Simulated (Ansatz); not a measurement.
Basis-set extrapolation for CH$_{5}$BFNSi (PBE0-D4/def2-TZVP geometry, frozen core, the Gaussian-basis code of Ansatz). Multiplicity 1, RHF reference.

```csv
,def2-TZVPP,def2-QZVPP
HF,-508.359457,-508.377960
MP2 correlation,-0.840120,-0.903949
CCSD(T) correlation,-0.913169,not run
```

Energies in hartree. Use E(X) = E(∞) + A·exp(−7.88·√X) for Hartree–Fock and E(X) = E(∞) + B·X^(−2.97) for correlation, with X = 3 and 4, and add CCSD(T) minus MP2 of the smaller set to the MP2 limit.

Question: What is the CCSD(T) energy at the basis-set limit?

Answer: HF limit: -508.377960 + (-0.018503) × 0.13774 = -508.38051. MP2 limit: -0.903949 + (-0.063829) × 0.74074 = -0.95123. Higher-order term: -0.913169 − (-0.840120) = -0.07305. Total: -509.40479 hartree, 82.9 kcal/mol below CCSD(T)/def2-TZVPP.
